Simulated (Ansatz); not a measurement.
One change: `C[NH][In]([F])[F]` becomes `[F][In]([F])[SiH3]`.

Ansatz, PBE0-D4/def2-TZVP geometries, multiplicity 1. Each molecule was computed in one conformer, which needn't be the lowest.

Elements past krypton have def2 core potentials.

| property | `C[NH][In]([F])[F]` |
| --- | --- |
| LUMO energy (PBE0/def2-TZVPP) / eV | -2.18 |
| size of the dipole moment (PBE/def2-TZVPP) / D | 4.04 |
| HOMO energy (PBE/def2-TZVPP) / eV | -6.09 |
| size of the dipole moment (B3LYP/def2-TZVPP) / D | 4.13 |
| HOMO–LUMO gap (PBE0/def2-TZVPP) / eV | 5.26 |
| size of the dipole moment (ωB97M-V/def2-TZVPP) / D | 3.98 |

Q: What does the change do to each property? (Estimate.)

A: The calculation gave: 
```tsv
property	`[F][In]([F])[SiH3]`	shift
LUMO energy (PBE0/def2-TZVPP) / eV	-1.96	0.22
size of the dipole moment (PBE/def2-TZVPP) / D	4.65	0.61
HOMO energy (PBE/def2-TZVPP) / eV	-7.58	-1.49
size of the dipole moment (B3LYP/def2-TZVPP) / D	4.94	0.81
HOMO–LUMO gap (PBE0/def2-TZVPP) / eV	6.93	1.67
size of the dipole moment (ωB97M-V/def2-TZVPP) / D	4.87	0.89
```

With PBE0 the HOMO falls by 1.46 eV and the LUMO rises by 0.22 eV, so the gap widens by about 1.68 eV. PBE moves the HOMO by -1.49 eV and ωB97M-V by -1.22 eV. Dipoles are sizes alone; their direction can turn.

B3LYP here is the variant with VWN-RPA as its local correlation; programs differ in this.
